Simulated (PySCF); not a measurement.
# C₆ coefficients of unlike pairs at PBE

Calculated with PySCF 2.14 from the dipole response of each species, C₆(A,B) = (3/π) ∫ α_A(iu) α_B(iu) du, in atomic units, from isotropic polarisabilities. For ions this is the dispersion term alone; charge-induced terms of lower order in 1/R come first.

```
species           configuration                                                                            basis      relativity  α (bohr³)  C₆ (like pair)
     Re  [Xe] 4f14 5d5 6s2 (6S)             def2-QZVPPD with the def2 core potential (60 electrons) (7s6p4d4f2g)  core potential      65.77           768.5
   Ne²⁺       [He] 2s2 2p4 (3P)  aug-cc-pCVTZ-DK with one added diffuse shell each of s, p, d, f type (8s7p5d3f)   spin-free X2C     0.8743           1.115
    In⁺      [Kr] 4d10 5s2 (1S)                                          aug-cc-pVTZ-PP with ECP28MDF (6s5p4d2f)  core potential      23.36           152.3
     Ni       [Ar] 3d8 4s2 (3F)                                                          dyall-av2z (16s12p7d2f)            none      48.37           382.9
```

(1) Estimate C₆ for In⁺ with Re.

No spin-orbit coupling is included.

The other pairs:

```csv
pair,C₆
"In⁺, Ne²⁺",10.22
"Ni, Ne²⁺",13.82
"Ni, In⁺",234.5
"Ni, Re",540.9
"Ne²⁺, Re",20.78
```

Results:

(1) The integral gives 337.2. The combination rule 2 C_A C_B / (C_A α_B/α_A + C_B α_A/α_B) gives 333.5 and the geometric mean 342.1.
